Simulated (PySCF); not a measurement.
Compound: cyclo-(F2GeNH)2.
Structure used (PBE0-D3(BJ)/def2-SVP), in Å, numbered top down from 1:
```xyz
10
F4Ge2H2N2 angstrom
Ge    -1.0232   -0.4772   -0.6738
F     -2.3206   -1.4544   -0.1143
F     -1.4325   -0.2700   -2.3293
N      0.6605   -1.0281   -0.2855
Ge     1.0481    0.4634    0.6725
F      2.3510    1.4386    0.1227
F      1.4490    0.2471    2.3292
N     -0.6335    1.0175    0.2788
H      1.1670   -1.8837   -0.4633
H     -1.1410    1.8702    0.4675
```

Method: TDDFT CAM-B3LYP/def2-SVPD, vertical, gas phase, core orbitals frozen in the response in PySCF. Relativistic effects, spin–orbit coupling among them, are left out although an element past zinc is present.

Frontier orbitals with the atoms that hold most of them (Löwdin shares over 4%, at most four atoms; ? is withheld):

```csv
orbital,ε (eV),atoms
HOMO-3,-13.28,"N8 15%, N4 15%, F7 14%, F6 14%"
HOMO-2,-12.33,"N4 24%, N8 24%, Ge5 9%, Ge1 9%"
HOMO-1,-11.33,?
HOMO,-10.02,"N4 41%, N8 40%, Ge1 5%, Ge5 5%"
LUMO,?,?
LUMO+1,0.96,"Ge1 24%, Ge5 24%, F3 9%, F6 9%"
LUMO+2,1.08,"Ge5 12%, Ge1 12%, H9 12%, H10 12%"
```

Task: Give the leading atoms of the LUMO.

Result: Ge5 (bonded to 2 F and 2 N) 26%; Ge1 (bonded to 2 F and 2 N) 26%; N8 (bonded to 2 Ge and H) 8%; N4 (bonded to 2 Ge and H) 8%. By element: germanium 52%, nitrogen 15%.

Task: Give the leading atoms of the HOMO-1.

Result: N8 (bonded to 2 Ge and H) 31%; N4 (bonded to 2 Ge and H) 31%; Ge1 (bonded to 2 F and 2 N) 8%; Ge5 (bonded to 2 F and 2 N) 8%. By element: nitrogen 62%, germanium 17%.

Task: What is the LUMO energy, and the HOMO–LUMO gap?

Result: ε(LUMO) = -0.87 eV; the gap is 9.16 eV (0.3365 hartree).

Task: The HOMO–LUMO gap is 9.16 eV. Where does the response calculation put the lowest singlet, and from which orbitals?

Result: S1 is at 5.63 eV (f = 0.0000), 3.53 eV below the gap, made of HOMO→LUMO (96%). Without the coupling terms of the response equations the lowest excitation would equal the gap.

Task: One configuration dominates each of S1, S2, S3 and S5. Which, and how do the shares of the two leading atoms of either orbital change from the occupied to the empty one?

Result: 
- S1 (5.63 eV, f 0.0000), HOMO→LUMO (96%): N4 41% → 8%, N8 40% → 8%, Ge5 5% → 26%, Ge1 5% → 26%
- S2 (6.90 eV, f 0.066), HOMO-1→LUMO (80%): N8 31% → 8%, N4 31% → 8%, Ge5 8% → 26%, Ge1 8% → 26%
- S3 (7.43 eV, f 0.0000), HOMO→LUMO+1 (71%): N4 41% → at most 9%, N8 40% → at most 9%, Ge1 5% → 24%, Ge5 5% → 24%
- S5 (7.93 eV, f 0.0000), HOMO-2→LUMO (94%): N4 24% → 8%, N8 24% → 8%, Ge5 9% → 26%, Ge1 9% → 26%

One conformer stands for the species.
